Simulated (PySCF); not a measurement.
CH₃, SMILES [CH3+], charge +1. Geometry optimised at ωB97X-D3(BJ)/def2-TZVPD.

PySCF with TDA-ωB97X/def2-TZVPD puts the lowest singlet excitations at 6.10, 6.11, 15.15, 15.15, 15.44, 16.48 eV and the lowest triplet (TDA) at 5.07 eV.

What are the lowest singlet roots from EOM-CCSD/aug-cc-pVDZ (PySCF)? (An estimate is asked for; the answer gives what the named calculation found.)

6.14, 6.14, 15.28, 15.28, 15.61, 15.61 eV; triplets 5.12, 5.12, 11.93 eV. S1 differs by 0.03 eV (second minus first; roots are paired by order, and the bases may differ).
